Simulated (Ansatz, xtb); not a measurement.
**Two isomers of C2H5FGe**

Structure X: `F/C=[CH]\[GeH3]`, a singlet. Structure Y: `C=[C](F)[GeH3]`, a singlet. Both are isolated molecules in the gas phase, relaxed with PBE0-D3(BJ)/def2-SVP.

Task: Which of the two would you expect CCSD(T)/def2-SVP + ΔMP2/def2-TZVPP electronic energies to favour?

Result: Structure X; the calculation gives E(Y) − E(X) = +10.8 kJ/mol.

The same difference at several levels:

```tsv
level	geometry	E(Y) − E(X) (kJ/mol)	departure from the last row (kJ/mol)	job, with rough time for the two
GFN2-xTB	GFN2-xTB	+3.4	−7.3	optimisation, 0.11 s
HF/STO-3G	GFN2-xTB	+7.5	−3.2	single point, 0.38 s
r2SCAN-D4/def2-SVP	GFN2-xTB	+10.2	−0.6	single point, 3.9 s
PBE0-D3(BJ)/def2-SVP	PBE0-D3(BJ)/def2-SVP	+13.1	+2.3	optimisation, 35 s
HF/def2-SVP	PBE0-D3(BJ)/def2-SVP	+15.4	+4.6	part of the CCSD(T) run
MP2/def2-SVP	PBE0-D3(BJ)/def2-SVP	+16.0	+5.3	part of the CCSD(T) run
CCSD(T)/def2-SVP	PBE0-D3(BJ)/def2-SVP	+14.2	+3.5	single point
CCSD(T)/def2-SVP + ΔMP2/def2-TZVPP	PBE0-D3(BJ)/def2-SVP	+10.8		single point, 32 s
```

As drawn, both hold the same kinds of bond in the same numbers.

The levels shown agree on the order. The largest departure from CCSD(T)/def2-SVP + ΔMP2/def2-TZVPP is that of GFN2-xTB, 7.3 kJ/mol. The last row adds to CCSD(T) the change of the MP2 difference between the two basis sets, here −3.5 kJ/mol.

With harmonic frequencies from PBE0-D3(BJ)/def2-SVP (ideal gas, rigid rotor, one conformer each, 298.15 K, 1 atm): on the last row, ΔE + ΔZPE = +9.1 kJ/mol. A mode under 50 cm⁻¹ makes harmonic enthalpies and free energies unreliable, so none is given.

The correlated steps freeze 12 core orbitals; the filled d shell of Ge is correlated, in a basis made for valence electrons. Run with Ansatz 0.2.0, xtb 6.7.1; the last row on 2 threads of Arm Neoverse V1 on a shared host.
